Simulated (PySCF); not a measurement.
Bonds (- single, = double, # triple, : aromatic): C1:C2, C2:C3, C3:C4, C4-C5, C5-C6, C6-Si7, C4:C8, C8:C9, C9:C1, Si7-C5. C1 carries H10; C2 carries H11; C3 carries H12; C5 carries H13; C6 carries H14, H15; Si7 carries H16, H17; C8 carries H18; C9 carries H19. Stereochemistry as in c1ccc([C@@H]2C[SiH2]2)cc1. H15, H16 are cis to C4 on the ring; H14, H17 are trans to C4 on the ring.

Geometry: PBE0-D3(BJ)/def2-SVP; GIAO shifts from PySCF 2.14, gas phase, non-relativistic, averaged over equivalent atoms.

At wB97X-D/pcSseg-1 (210 basis functions, 62 s wall time on 1 thread of an AMD EPYC 7R43 64-Core, shared host):
```json
{"atoms": "C4", "δ (ppm)": "151.8"}
{"atoms": "C2/C9", "δ (ppm)": "135.4"}
{"atoms": "C1", "δ (ppm)": "130.2"}
{"atoms": "C3/C8", "δ (ppm)": "129.9"}
{"atoms": "C5", "δ (ppm)": "12.4"}
{"atoms": "C6", "δ (ppm)": "-0.1"}
{"atoms": "Si7", "δ (ppm)": "-124.2"}
{"atoms": "H11/H19", "δ (ppm)": "7.35"}
{"atoms": "H10", "δ (ppm)": "7.15"}
{"atoms": "H12/H18", "δ (ppm)": "7.05"}
{"atoms": "H17", "δ (ppm)": "3.09"}
{"atoms": "H16", "δ (ppm)": "2.53"}
{"atoms": "H13", "δ (ppm)": "2.03"}
{"atoms": "H15", "δ (ppm)": "1.18"}
{"atoms": "H14", "δ (ppm)": "1.06"}
```

δ = σ(ref) − σ, references computed at the same level: ¹³C (σ = 184.54 ppm) and ²⁹Si (σ = 352.93 ppm) and ¹H (σ = 31.38 ppm) vs TMS.

Question: Predict the values at PBE0/pcSseg-1 on the same geometry.

Answer: 
```json
{"atoms": "C4", "δ at PBE0/pcSseg-1": "149.9", "change": "-1.9"}
{"atoms": "C2/C9", "δ at PBE0/pcSseg-1": "134.0", "change": "-1.4"}
{"atoms": "C1", "δ at PBE0/pcSseg-1": "129.2", "change": "-1.0"}
{"atoms": "C3/C8", "δ at PBE0/pcSseg-1": "128.9", "change": "-1.0"}
{"atoms": "C5", "δ at PBE0/pcSseg-1": "14.4", "change": "+2.0"}
{"atoms": "C6", "δ at PBE0/pcSseg-1": "0.5", "change": "+0.6"}
{"atoms": "Si7", "δ at PBE0/pcSseg-1": "-124.5", "change": "-0.3"}
{"atoms": "H11/H19", "δ at PBE0/pcSseg-1": "7.32", "change": "-0.03"}
{"atoms": "H10", "δ at PBE0/pcSseg-1": "7.14", "change": "-0.01"}
{"atoms": "H12/H18", "δ at PBE0/pcSseg-1": "7.03", "change": "-0.02"}
{"atoms": "H17", "δ at PBE0/pcSseg-1": "3.11", "change": "+0.02"}
{"atoms": "H16", "δ at PBE0/pcSseg-1": "2.47", "change": "-0.06"}
{"atoms": "H13", "δ at PBE0/pcSseg-1": "2.13", "change": "+0.10"}
{"atoms": "H15", "δ at PBE0/pcSseg-1": "1.20", "change": "+0.02"}
{"atoms": "H14", "δ at PBE0/pcSseg-1": "1.13", "change": "+0.07"}
```

δ = σ(ref) − σ, references computed at the same level: TMS for ¹³C (184.41 ppm) and ²⁹Si (351.99 ppm) and ¹H (31.27 ppm).

The largest change is at C5 (three-membered-ring carbon). Cost: 210 basis functions, 60 s wall time on 1 thread of an AMD EPYC 7R43 64-Core, shared host. The order of the carbon signals is the same at both levels.

The carbons averaged at δ 129.9 differ by 8 ppm in this conformer.
